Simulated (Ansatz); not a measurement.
C$_{3}$H$_{8}$SSi (`CC[SiH2]C=S`), relaxed with RKS PBE0-D4/def2-TZVP in the Gaussian-basis code of Ansatz from a PBE-D4/def2-SVP geometry. The force threshold is 0.005 eV/Å; the program also tests the step.

Charge 0, multiplicity 1.

Start:

```xyz
13

C    -1.322    1.009   -0.534
C    -0.265    0.892    0.573
Si    0.436   -0.847    0.804
C     1.515   -1.367   -0.677
S     1.969   -0.352   -1.877
H    -1.711    2.045   -0.615
H    -2.190    0.343   -0.347
H    -0.896    0.739   -1.521
H     0.600    1.557    0.358
H    -0.674    1.220    1.554
H    -0.654   -1.881    0.964
H     1.320   -0.935    2.026
H     1.873   -2.423   -0.709
```

Question: How much energy does the relaxation release, and in how many steps? (An estimate is asked.)

Answer: Computed: 1.38 kcal/mol, in 6 steps, 1 of them rejected.

Question: Which bonds change most? (An estimate is asked.)

Answer: The calculation gave: C4–S5 from 1.637 to 1.613 Å; C2–Si3 from 1.889 to 1.866 Å; C4–H13 from 1.115 to 1.095 Å; Si3–H12 from 1.510 to 1.491 Å.

Question: Give the relaxed structure. (Best estimate.)

Answer: Ansatz gave: 
```xyz
13

C    -1.319    0.996   -0.523
C    -0.255    0.891    0.566
Si    0.435   -0.829    0.789
C     1.510   -1.359   -0.668
S     2.004   -0.366   -1.838
H    -1.707    2.015   -0.599
H    -2.166    0.335   -0.321
H    -0.912    0.726   -1.500
H     0.584    1.560    0.346
H    -0.659    1.210    1.533
H    -0.651   -1.842    0.924
H     1.302   -0.932    1.998
H     1.834   -2.405   -0.707
```
